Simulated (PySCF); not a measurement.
How methods differ on the ionisation energy of K

K [Ar] 4s1 (2S) → K⁺ [Ar] (1S), as a difference of total energies. Computed with PySCF 2.14 in def2-SVP (5s3p2d, 24 functions), with no relativity, point nucleus. The calculations carry no spin-orbit coupling.

| method | ionisation energy (eV) | difference from reference (eV) |
| --- | --- | --- |
| UHF | 3.980 | -0.361 |
| TPSS | 4.242 | -0.099 |
| M06-2X | 4.244 | -0.097 |

Reference: 4.341 eV (measured; NIST Atomic Spectra Database, ionization energies).

These non-relativistic numbers lack the scalar-relativistic shift.
